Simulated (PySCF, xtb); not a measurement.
CH11NOSi3, SMILES O[Si@@H]([SiH3])CN[SiH3].

GFN2-xTB run with xtb at its own geometry gives an orbital gap of 3.74 eV and a dipole moment of 1.76 D.

Coordinates come from a B3LYP-D3(BJ)/def2-SVP optimisation. The structure was generated by enumeration; whether it is a known compound was not checked. Other conformers were not sampled.

Q: What does ωB97X/def2-TZVP run with PySCF give? (An estimate is asked for; the answer gives what the named calculation found.)

A: gap 10.58 eV (levels -9.06 and 1.52 eV), dipole 1.74 D.
